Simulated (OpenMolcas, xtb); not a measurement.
# A ladder of methods for GeSiH4O (SMILES [SiH3][O][GeH])

GeSiH4O has 7 atoms, charge 0, and is taken as a singlet. SMILES: `[SiH3][O][GeH]`. The shape is that of a PBE0-D4/def2-TZVP optimisation. This is one conformer, not always the lowest.

Quantity: the vertical energy of the triplet above the singlet, in eV. The values are calculated.

| level | kind | program | value (eV) | less CCSD(T)/def2-SVP | CPU time (all runs) |
| --- | --- | --- | --- | --- | --- |
| GFN1-xTB | semi-empirical | xtb | 2.92 | +0.92 | under 2 s |
| HF/def2-SVP | Hartree–Fock | OpenMolcas | 1.48 | -0.52 | 21 s |
| SVWN5/def2-SVP | LDA | OpenMolcas | 2.07 | +0.07 | 51 s |
| BLYP/def2-SVP | GGA | OpenMolcas | 2.12 | +0.12 | 73 s |
| r2SCAN/def2-SVP | meta-GGA | OpenMolcas | 1.82 | -0.18 | 97 s |
| M06-2X/def2-SVP | hybrid meta-GGA | OpenMolcas | 1.85 | -0.15 | 84 s |
| PBE0/def2-SVP | global hybrid | OpenMolcas | 1.94 | -0.06 | 69 s |
| CCSD(T)/def2-SVP, open shells restricted | coupled cluster or CI | OpenMolcas | 2.00 | 0.00 | 1.8 min |

CCSD(T)/def2-SVP, open shells restricted is the highest level here, not the true value. All-electron rows without a relativistic Hamiltonian named are non-relativistic. The values span 1.48 to 2.92 eV. GFN1-xTB: no spin polarisation, so open shells miss the exchange term that lowers them. In the correlated wave-function rows the outer d shell of Ge is correlated, in sets not made for it. The upper state's dipole differs much between rows, so they may not all be the same state. Times are those of the runs behind each value, whatever else they computed, on shared processors of several kinds: orders of magnitude only.
